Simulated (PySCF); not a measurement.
CH₆CdGeO, SMILES [Cd]([O]C)[GeH3]. Atoms are numbered in the order given.

```xyz
10

Cd    -0.0202    -0.1126    -0.4560
O     -0.2784    -0.6211    -2.3560
C     -1.4749    -1.0185    -2.9543
H     -2.2702    -0.2421    -2.9260
H     -1.2926    -1.2392    -4.0246
H     -1.9118    -1.9415    -2.5147
Ge     0.4913     0.5559     1.8955
H      1.2632    -0.5455     2.6424
H      1.3406     1.8378     1.9502
H     -0.8039     0.8259     2.6808
```
Charge 0, spin multiplicity 1.

Coordinates come from a r2SCAN-D4/def2-SVP optimisation. The def2 effective core potentials stand for the cores of Cd; spin–orbit coupling is left out. The values are those of a single conformer.

Calculation: TDA-B3LYP/def2-SVPD (PySCF).

Vertical excitations. Gas-phase values at a fixed geometry.

Computed UV-visible absorptions:
```tsv
state	energy (eV)	λ (nm)	f	main pairs
S1	4.35	285	0.002	HOMO→LUMO 98 %
S2	4.71	264	0.018	HOMO→LUMO+2 50 %, HOMO−1→LUMO 41 %
S3	4.72	262	0.003	HOMO→LUMO+1 92 %
S4	4.95	251	0.004	HOMO−1→LUMO+2 92 %
S5	4.97	249	0.021	HOMO−1→LUMO+1 90 %
S6	5.40	230	0.297	HOMO−1→LUMO 49 %, HOMO→LUMO+2 40 %
S7	6.33	196	0.339	HOMO−2→LUMO 83 %
S8	6.51	191	0.007	HOMO→LUMO+3 89 %
S9	6.55	189	0.126	HOMO−2→LUMO+1 74 %, HOMO−1→LUMO+3 15 %
S10	6.62	187	0.118	HOMO−2→LUMO+2 84 %
T1	4.09	303	0	HOMO→LUMO 94 %
T2	4.20	295	0	HOMO−1→LUMO 94 %
T3	4.55	272	0	HOMO→LUMO+2 94 %
T4	4.64	267	0	HOMO→LUMO+1 93 %
```
Triplets are in the Tamm–Dancoff approximation.
